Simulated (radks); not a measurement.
Effect of the nuclear size on neutral antimony, [Kr] 4d10 5s2 5p3. Calculated with a radial shooting solver on a logarithmic mesh with Libxc functionals: Dirac Kohn-Sham, PBE, spin-unpolarised, spherical densities, finite nucleus; open shells fill j = l - 1/2 first; Fermi nuclear charge, rms radius 4.6802 fm. The rms radius is varied about that value; shifts are against it.

| rms radius (fm) | total energy shift (eV) | density at nucleus (e/bohr^3) | 1s1/2 shift (meV) | 2s1/2 shift (meV) | 4s1/2 shift (meV) | 4p1/2 shift (meV) | 5s1/2 shift (meV) | 5p1/2 shift (meV) | 5p3/2 shift (meV) |
|---|---|---|---|---|---|---|---|---|---|
| 4.1841 | -0.932 | 2.127e+05 | -391 | -45.1 | -1.73 | 0.141 | -0.173 | 0.026 | 0.026 |
| 4.2964 | -0.729 | 2.118e+05 | -305 | -35.3 | -1.35 | 0.110 | -0.135 | 0.020 | 0.021 |
| 4.6802 | 0 | 2.089e+05 | 0.000 | 0.000 | 0.000 | 0.000 | 0.000 | 0.000 | 0.000 |
| 5.0827 | 0.820 | 2.062e+05 | 344 | 39.7 | 1.52 | -0.124 | 0.152 | -0.023 | -0.023 |
| 5.6069 | 1.97 | 2.03e+05 | 827 | 95.5 | 3.66 | -0.299 | 0.365 | -0.055 | -0.056 |

Slopes of the eigenvalues against <r^2> in GHz/fm^2, as finite differences over the two radii next to the reference (eigenvalue slopes, not the field-shift constants of lines): 1s1/2 21300, 2s1/2 2460, 4s1/2 94.1, 4p1/2 -7.70, 5s1/2 9.41, 5p1/2 -1.41, 5p3/2 -1.44.
